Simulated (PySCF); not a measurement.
H$_{5}$Si$_{2}$, doublet, at a GFN2-xTB geometry; PySCF with DF-B3LYP/pcseg-2.

The PySCF input:
```python
from pyscf import gto, scf, dft

mol = gto.M(
    atom='''
Si   -0.006946    0.011026    1.175022
Si    0.005770    0.036761   -1.095389
H    -1.168779   -0.491957    1.911681
H     1.160872   -0.457016    1.925124
H     0.029161   -1.241944   -1.825373
H    -1.190263    0.743133   -1.570000
H     1.185476    0.778766   -1.556291
''',
    basis='pcseg-2',
    charge=0,
    spin=1,
    verbose=4,
)

mf = dft.UKS(mol)
mf.xc = 'b3lyp'
mf = mf.density_fit(auxbasis='def2-universal-jkfit')
mf.kernel()
```

Output, abridged:

```
PySCF version 2.14.0

[INPUT] verbose = 4
[INPUT] num. atoms = 7
[INPUT] num. electrons = 33
[INPUT] charge = 0
[INPUT] spin (= nelec alpha-beta = 2S) = 1
[INPUT] symmetry False subgroup None
[INPUT] Mole.unit = angstrom
[INPUT] Symbol           X                Y                Z      unit          X                Y                Z       unit  Magmom
[INPUT]  1 Si    -0.006946000000   0.011026000000   1.175022000000 AA   -0.013126037661   0.020836120249   2.220469770339 Bohr   0.0
[INPUT]  2 Si     0.005770000000   0.036761000000  -1.095389000000 AA    0.010903719739   0.069468222065  -2.069985209861 Bohr   0.0
[INPUT]  3 H     -1.168779000000  -0.491957000000   1.911681000000 AA   -2.208672210143  -0.929663995063   3.612553527535 Bohr   0.0
[INPUT]  4 H      1.160872000000  -0.457016000000   1.925124000000 AA    2.193730145676  -0.863635074544   3.637957115827 Bohr   0.0
[INPUT]  5 H      0.029161000000  -1.241944000000  -1.825373000000 AA    0.055106303518  -2.346934022047  -3.449455045176 Bohr   0.0
[INPUT]  6 H     -1.190263000000   0.743133000000  -1.570000000000 AA   -2.249271086203   1.404317844126  -2.966870015567 Bohr   0.0
[INPUT]  7 H      1.185476000000   0.778766000000  -1.556291000000 AA    2.240224967245   1.471654455123  -2.940963760125 Bohr   0.0

nuclear repulsion = 84.236379247277
number of shells = 23
number of NR pGTOs = 215
number of NR cGTOs = 138
basis = pcseg-2
ecp = {}

******** <class 'pyscf.df.df_jk.DFUKS'> ********
method = DFUKS
initial guess = minao
damping factor = 0
level_shift factor = 0
DIIS = <class 'pyscf.scf.diis.CDIIS'>
diis_start_cycle = 1
diis_space = 8
diis_damp = 0
SCF conv_tol = 1e-09
SCF conv_tol_grad = None
SCF max_cycles = 50
direct_scf = False
number electrons alpha = 17  beta = 16
XC library pyscf.dft.libxc version 7.1.2
    S. Lehtola, C. Steigemann, M. J. T. Oliveira, and M. A. L. Marques,  SoftwareX 7, 1–5 (2018)
XC functionals = b3lyp
    P. J. Stephens, F. J. Devlin, C. F. Chabalowski, and M. J. Frisch,  J. Phys. Chem. 98, 11623 (1994)
radial grids:
    Treutler-Ahlrichs [JCP 102, 346 (1995); DOI:10.1063/1.469408] (M4) radial grids

becke partition: Becke, JCP 88, 2547 (1988); DOI:10.1063/1.454033
pruning grids: <function nwchem_prune>
grids dens level: 3
symmetrized grids: False
atomic radii adjust function: <function treutler_atomic_radii_adjust>
small_rho_cutoff = 0
Set gradient conv threshold to 3.16228e-05
tot grids = 87400
******** <class 'pyscf.df.df.DF'> ********
auxbasis = def2-universal-jkfit
init E= -581.809373227912

cycle= 1 E= -581.998135987687  delta_E= -0.189  |g|= 0.119  |ddm|= 1.41
cycle= 2 E= -582.003641250424  delta_E= -0.00551  |g|= 0.0572  |ddm|= 0.174
cycle= 3 E= -582.005394822179  delta_E= -0.00175  |g|= 0.0169  |ddm|= 0.0815
cycle= 4 E= -582.005610082447  delta_E= -0.000215  |g|= 0.00268  |ddm|= 0.0247
cycle= 5 E= -582.005618237287  delta_E= -8.15e-06  |g|= 0.000582  |ddm|= 0.00613
cycle= 6 E= -582.005618598883  delta_E= -3.62e-07  |g|= 0.000258  |ddm|= 0.00121
cycle= 7 E= -582.005618660321  delta_E= -6.14e-08  |g|= 7.87e-05  |ddm|= 0.000518
cycle= 8 E= -582.005618666094  delta_E= -5.77e-09  |g|= 1.91e-05  |ddm|= 0.00015
cycle= 9 E= -582.005618666603  delta_E= -5.09e-10  |g|= 5.77e-06  |ddm|= 4.45e-05
Extra cycle  E= -582.005618666617  delta_E= -1.35e-11  |g|= 4.8e-06  |ddm|= 1.65e-05
converged SCF energy = -582.005618666617  <S^2> = 0.75302025  2S+1 = 2.003018
```
